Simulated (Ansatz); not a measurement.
Input for Ansatz (an electronic-structure program): R-CCSD(T)/aug-cc-pVTZ on N2 (SMILES N#N) with ghost functions, monomers drawn apart or pushed together.

Ansatz 0.2 input:
```yaml
crystal:
  periodic: [false, false, false]
  atoms:
    - {symbol: N, position_ang: [-0.34312846, 0.10551158, -0.85592625]}
    - {symbol: N, position_ang: [0.26455742, -0.08135483, 0.03025079]}
basis:
  gaussian:
    orbitals: aug-cc-pVTZ
    ghost_atoms:
      - {symbol: C, position_ang: [0.61280343, -0.32296795, 5.74660348]}
      - {symbol: O, position_ang: [-0.43292058, -0.05421192, 6.26805897]}
      - {symbol: H, position_ang: [0.88156419, -1.35970804, 5.46665793]}
      - {symbol: H, position_ang: [1.36990334, 0.45017495, 5.51320530]}
magnetization: {spin_polarized: false}
correlation: {method: ccsd_t, electrons: outside_noble_gas}
scf: {lower_state_search: off}
```

It printed:

```
WARN ansatz: RAYON_NUM_THREADS=2 ignored (pool sized by the plan → 2); use --threads N
Functional definition: HF
these checks for a lower state are left out or cut short: stability, starts, cluster_reference, orbital_swaps, neighbouring_geometries, increment
integrals: 1.16 GiB planned
1363 factors; integrals over basis functions are off by at most 6.7e-4 eV
mean field: 0.52 GiB planned
mean field evaluation 1: about -2965.3204 eV, gradient 1.1e1 eV
mean field evaluation 2: about -2965.3349 eV, gradient 1.1e1 eV
mean field evaluation 4: about -2965.6573 eV, gradient 6.0e-1 eV
mean field evaluation 8: about -2965.6583 eV, gradient 2.8e-4 eV
mean field -2965.65826657 eV, -108.9859311010 hartree, gradient 2.9e-6 eV, S^2 0.000000; 0 other end points of the search recorded, 0 dependent functions left out
2 core orbitals not correlated
reference -2965.65826657 eV, -108.9859311010 hartree; 5, 5 occupied and 223, 223 virtual orbitals, 1363 factors
second order -10.27403885 eV of doubles, -0.00000000 eV of singles
coupled cluster: 3.86 GiB planned
cycle   1  -9.79692111 eV  change    4.8e-1 eV  update   8.1e-2
cycle   2  -10.15271169 eV  change   -3.6e-1 eV  update   2.5e-2
cycle   3  -10.21523903 eV  change   -6.3e-2 eV  update   9.9e-3
cycle   4  -10.21725490 eV  change   -2.0e-3 eV  update   2.3e-3
cycle   5  -10.21941825 eV  change   -2.2e-3 eV  update   6.3e-4
cycle   6  -10.21944301 eV  change   -2.5e-5 eV  update   1.3e-4
cycle   7  -10.21951194 eV  change   -6.9e-5 eV  update   2.7e-5
cycle   8  -10.21952185 eV  change   -9.9e-6 eV  update   6.9e-6
perturbative correction -0.51428376 eV, -0.0188995795 hartree
Total energy: -2976.39207218 eV, -109.3803911816 hartree
Checks for a lower state left out: stability, starts, cluster_reference, orbital_swaps, neighbouring_geometries, increment
```

The calculation finished and met its thresholds.

Cost: very roughly 60 core-seconds.
